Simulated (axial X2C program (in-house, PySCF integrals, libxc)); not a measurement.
**Spin–orbit effects down a group: molecules with Cr, PBE0**

Computed with an axial X2C code built on PySCF integrals, spin-free (one-electron X2C) or two-component (2c: spin–orbit coupling with atomic mean-field Coulomb and Gaunt terms, which also bring small scalar terms), in Dyall basis sets with cores contracted in-house; open shells are unrestricted.

Basis sets: Al dyall-v3z, B dyall-v3z, Cr dyall-cv3z, Ga dyall-cv3z, In dyall-cv3z.

```tsv
molecule	spin-free state	Re (Å)	ωe (cm⁻¹)	De (eV)	2c state	Re 2c (Å)	ωe 2c (cm⁻¹)	De 2c (eV)
CrB	M_S = 5/2, Λ = 0	2.165	423.3	1.38	Ω = 5/2	2.166	422.8	1.38
AlCr	M_S = 5/2, Λ = 0	2.711	221.4	1.08	Ω = 5/2	2.712	221.2	1.08
CrGa	M_S = 5/2, Λ = 0	2.697	169.2	1.05	Ω = 5/2	2.698	168.9	n/a
CrIn	M_S = 5/2, Λ = 0	2.877	146.2	1.00	Ω = 5/2	2.876	145.5	n/a
```

Question: Work out the shifts from the spin-free to the two-component result.

Answer: 

```
molecule  2c state  ΔRe (Å)  Δωe (cm⁻¹)  ΔDe (eV)
     CrB   Ω = 5/2    0.001        -0.5      0.00
    AlCr   Ω = 5/2    0.001        -0.2      0.00
    CrGa   Ω = 5/2    0.001        -0.3       n/a
    CrIn   Ω = 5/2   -0.001        -0.7       n/a
```

Shifts of one unit in the last digit are rounding.

Each entry is the lowest single determinant of a limited PBE0 search at one distance. De goes to single-determinant-based atoms at the same level (for ions the charge split of lowest energy) and is withheld (n/a) where an atom does not fit its ground term or J level. Main or longest-lived isotopes. One determinant is a doubtful description, or other states lie close, for CrB, AlCr, CrGa, CrIn; these need not be ground states, and all values refer to the states named. With several unpaired electrons the Ω given is that of one determinant, not necessarily of the lowest component. Some light 2c atoms are not at their ground J level, so De misses part of their lowering (0.04 eV or less). The functionals have no current term, which raises determinants with orbital currents.
